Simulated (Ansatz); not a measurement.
Reaction (formal hydrolysis of a P–Si bond): `F[SiH2]P[SiH3]` + H₂O → `OP[SiH3]` + `F[SiH3]`

Program: Ansatz. Geometries: PBE0-D4/def2-TZVP. ΔE: electronic, gas phase. CBS: MP2 limit from def2 TZ/QZ plus the TZ coupled-cluster correction, frozen cores. This one scheme is used for every species. DFT in def2-TZVPP. B3LYP here is the variant with VWN-RPA as its local correlation; programs differ in this. One conformer a species, not always the lowest.

`F[SiH2]P[SiH3]`:

Z-matrix (Å, degrees):
```
Si
P 1 2.240
F 1 1.602 2 107.7
H 1 1.484 2 109.0 3 117.5
H 1 1.485 2 114.5 3 -118.6
Si 2 2.254 1 96.1 3 90.9
H 2 1.424 1 91.9 3 -174.0
H 6 1.485 2 108.8 1 173.0
H 6 1.486 2 113.0 1 51.5
H 6 1.485 2 107.2 1 -68.9
```

H₂O:

Cartesian coordinates in Å:
```
O -0.044 -0.005 -0.387
H 0.625 0.462 0.118
H -0.581 -0.456 0.269
```

`OP[SiH3]`:

```xyz
8

O     0.230    1.479    1.147
P    -0.245   -0.117    1.185
Si   -0.185   -0.558   -1.031
H    -0.246    1.965    1.825
H     1.021   -0.735    1.410
H    -0.242   -2.039   -1.168
H     1.045   -0.039   -1.686
H    -1.378    0.043   -1.682
```

`F[SiH3]`:

Z-matrix (Å, degrees):
```
Si
F 1 1.600
H 1 1.482 2 108.3
H 1 1.482 2 108.3 3 -120.0
H 1 1.482 2 108.3 3 120.0
```

CCSD(T)/CBS gives +0.64 eV.

**Question.** Another level gave +0.62 eV. Which?
A. r2SCANh/def2-TZVPP
B. revPBE-D4/def2-TZVPP
C. B2PLYP/def2-TZVPP
D. B3LYP/def2-TZVPP

**Answer.** A. r2SCANh 0.62, B3LYP 0.43, B2PLYP 0.50, revPBE-D4 0.69 eV.

**Question.** What do rigid-rotor, harmonic-oscillator terms from PBE0-D4/def2-TZVP frequencies (298.15 K, 1 bar) make of the CCSD(T)/CBS value? (Estimate.)

**Answer.** The calculation gave: ΔZPE = -0.02 eV, ΔH = +0.58 eV, ΔS = -6 J/(mol·K), ΔG = +0.60 eV. Modes under 50 cm⁻¹ make the entropy rough.

Largest T1 diagnostic among the species: 0.013.

The D4 term adds +0.10 eV with B3LYP and +0.05 eV with PBE0; it sums over pairs of atoms, weighted by their polarisabilities, and B3LYP, whose exchange is more repulsive, gets the larger term. In def2-TZVPP, CCSD(T) changes the Hartree–Fock value by +0.29 eV (the triples alone add +0.04 eV) and MP2 by +0.34 eV. Leaving LDA and LC-ωPBE aside and taking each functional with its dispersion term where it has one, the values, not all of them listed here, spread over 0.24 eV, from CAM-B3LYP-D4 to PBE0-D4. LDA lies +0.03 eV from PBE without D4.
